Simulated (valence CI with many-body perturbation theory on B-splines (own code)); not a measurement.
The numbers below are computed, except where a source is named.
**Run record, Ce19+**

The program does CI of the valence electrons with many-body perturbation theory for a frozen closed Dirac-Fock core.

Command, and the settings that its task file holds:

```sh
python run_cv.py task.json out
```

```
atom Ce  Z=58  mass_number=140  rms_radius_fm=4.8771
core [Kr]
valence 5d3
avg = 1
basis = S
breit = 1
cap = 10000
capref = 1200
cscale = 1
de = 0.0
dress = 0
eps = 2e-08
extrap = 1
h = 0.27
hh = 1
l2 = 3
lcore = 6
maxit = 60
n2 = 5
natural = 1
nlev = 20
nno = [3, 3, 3, 3, 1]
nroot = 26
nsp = [3, 3, 2, 2, 0]
pt2 = 1
qed = 1
rpa = 1
s1 = 1
s2 = 1
s3 = 1
screen = 1
tol = 2e-05
whole = 1
```

(1) What became of the run, and why?

Results:

(1) It gave no result: the start configuration must fill the lowest shells above the core. The program said: "5d is not the lowest shell of its kind above the core".
